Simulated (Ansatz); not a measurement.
Gas-phase reaction (SMILES): C[SiH](C)O[SiH3] + H+ → C[SiH](C)[OH+][SiH3]; protonation at O, whose ΔH is minus the proton affinity.

Each molecule is optimised on its own at B3LYP-D3(BJ)/def2-TZVP (Ansatz, a first-principles code), one conformer each, not searched for the lowest. Cores are frozen in the correlated levels unless marked. No spin-orbit coupling. No relativistic terms. Basis-set limits of correlation are two-point, X^-3; Hartree-Fock from the larger set. Thermal terms are rigid-rotor harmonic-oscillator values from B3LYP-D3(BJ) frequencies (Ansatz) at 298.15 K and 1 atm. 1 Eh = 627.5095 kcal/mol. The proton has no electrons: its energy is zero and its thermal terms are those of translation.

| species | E, CCSD(T)/CBS(cc-pV(T+d)Z,cc-pV(Q+d)Z) (Ansatz) (Eh) | E, PBE0-D4/def2-TZVPD (Ansatz + dftd4) (Eh) | H - E (Eh) |
|---|---|---|---|
| C[SiH](C)O[SiH3] | -735.55268 | -736.20796 | 0.12262 |
| H+ | 0.00000 | 0.00000 | 0.00236 |
| C[SiH](C)[OH+][SiH3] | -735.86416 | -736.52138 | 0.13458 |

**Question.** Work out ΔE and ΔH at 298.15 K at the first level, then ΔH at the second.

**Answer.** 
1. ΔE = [(-735.86416)] - [(-735.55268) + (0.00000)] = -0.31148 Eh = -195.5 kcal/mol at CCSD(T)/CBS(cc-pV(T+d)Z,cc-pV(Q+d)Z).
2. The terms H - E add up to 0.00960 Eh, so ΔH = (-0.31148 + (0.00960))×627.5095 = -189.4 kcal/mol.
3. At PBE0-D4/def2-TZVPD the same steps give ΔE = -196.7 and ΔH = -190.6 kcal/mol, a shift of -1.2 from the first level.
4. These values are not checked against measurement here, since the tables used lack a sound gas-phase enthalpy of formation for at least one species, or one in the same ion convention.
